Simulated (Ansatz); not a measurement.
Geometry optimisation, RKS PBE0-D4/STO-3G (Ansatz 0.2.0).

Input file:

```yaml
crystal:
  periodic: [false, false, false]
  atoms:
    - { symbol: Si, position_ang: [0.0, 0.0, 0.0] }
    - { symbol: Cl, position_ang: [0.0, 0.0, 2.13] }
    - { symbol: Si, position_ang: [2.0935, 0.0, -0.7393] }
    - { symbol: H, position_ang: [2.5508, -1.3762, -0.9079] }
    - { symbol: H, position_ang: [2.1573, 0.6939, -2.0222] }
    - { symbol: H, position_ang: [2.951, 0.6823, 0.2255] }
    - { symbol: Si, position_ang: [-1.0456, 1.8115, -0.7393] }
    - { symbol: H, position_ang: [-2.4302, 1.478, -1.0607] }
    - { symbol: H, position_ang: [-1.0215, 2.8436, 0.2931] }
    - { symbol: H, position_ang: [-0.3743, 2.3069, -1.9374] }
    - { symbol: Si, position_ang: [-1.0456, -1.8115, -0.7393] }
    - { symbol: H, position_ang: [-1.7029, -2.4846, 0.3772] }
    - { symbol: H, position_ang: [-2.0454, -1.4265, -1.7311] }
    - { symbol: H, position_ang: [-0.0777, -2.7173, -1.3511] }
basis:
  gaussian: { orbitals: STO-3G }
hamiltonian:
  xc: pbe0
  dispersion: d4
relax:
  f_tol: 0.02
  max_steps: 40
output:
  orbitals: {}
```

Command:

```bash
$ ansatz run input.yaml --threads 1 --pin off --max-ram 2048MiB --backend cpu --events-out ev --progress --plain --runs-dir out
```

Where does it end, and by what steps?

It converged. The force dipped under the threshold on the way, but the program's further checks kept it going. Limits of this set-up: minimal basis. After 19 steps the energy has fallen by 0.195 eV; H12 moved furthest, 1.15 Å.

```tsv
step	energy less start (eV)	largest force component (eV/Å)	accepted
0	0.0000	0.951	yes
1	-0.0598	0.400	yes
2	-0.1276	0.076	yes
3	-0.1300	0.282	yes
4	-0.1475	0.040	yes
5	-0.1513	0.341	yes
6	-0.1606	0.113	yes
7	-0.1698	0.010	yes
8	-0.1707	0.258	yes
9	-0.1749	0.174	yes
10	-0.1860	0.009	yes
11	-0.1884	0.087	yes
12	-0.1898	0.127	yes
13	-0.1913	0.109	yes
14	-0.1929	0.074	yes
15	-0.1937	0.086	yes
16	-0.1942	0.066	yes
17	-0.1946	0.027	yes
18	-0.1947	0.002	yes
19	-0.1948	0.005	yes
```

```xyz
14
Properties=species:S:1:pos:R:3
Si 0.010 -0.058 -0.086
Cl 0.048 -0.300 2.029
Si 2.158 0.062 -0.759
H 2.877 -1.140 -0.413
H 2.192 0.215 -2.195
H 2.825 1.195 -0.166
Si -1.117 1.851 -0.498
H -2.471 1.769 -0.007
H -0.463 2.982 0.114
H -1.163 2.069 -1.924
Si -1.047 -1.864 -0.923
H -2.386 -1.971 -0.395
H -1.133 -1.733 -2.359
H -0.323 -3.075 -0.620
```

The run took 69 s on 1 thread of Arm Neoverse V2, on a shared host, peak memory 0.15 GiB.
